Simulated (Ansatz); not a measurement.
`C[O][W]([OH])([OH])([Cl])([Cl])[O]C` and `C[O][W]([OH])([F])([Cl])([Cl])[O]C` differ in one atom or group.

Ansatz, PBE0-D4/def2-TZVP geometries, multiplicity 1. Each molecule was computed in one conformer, which needn't be the lowest.

Elements past krypton have def2 core potentials.

| property | `C[O][W]([OH])([OH])([Cl])([Cl])[O]C` |
| --- | --- |
| HOMO–LUMO gap (PBE0/def2-TZVPP) / eV | 5.19 |
| LUMO energy (ωB97M-V/def2-TZVPP) / eV | -0.97 |
| size of the dipole moment (B3LYP/def2-TZVPP) / D | 2.96 |
| LUMO energy (B3LYP/def2-TZVPP) / eV | -3.13 |
| HOMO–LUMO gap (ωB97M-V/def2-TZVPP) / eV | 9.40 |
| size of the dipole moment (PBE/def2-TZVPP) / D | 3.01 |

Q: Give the same properties after the change, and the shifts. (Estimate.)

A: Ansatz gave: 
```
                                        property  `C[O][W]([OH])([F])([Cl])([Cl])[O]C`  shift
            HOMO–LUMO gap (PBE0/def2-TZVPP) / eV                                  4.99  -0.20
           LUMO energy (ωB97M-V/def2-TZVPP) / eV                                 -1.39  -0.42
size of the dipole moment (B3LYP/def2-TZVPP) / D                                  4.03   1.07
             LUMO energy (B3LYP/def2-TZVPP) / eV                                 -3.54  -0.41
         HOMO–LUMO gap (ωB97M-V/def2-TZVPP) / eV                                  9.18  -0.22
  size of the dipole moment (PBE/def2-TZVPP) / D                                  4.01   1.00
```

With PBE0 the HOMO falls by 0.21 eV and the LUMO falls by 0.42 eV, so the gap narrows by about 0.21 eV. PBE moves the HOMO by -0.20 eV and ωB97M-V by -0.20 eV. Dipoles are sizes alone; their direction can turn.

B3LYP here is the variant with VWN-RPA as its local correlation; programs differ in this.
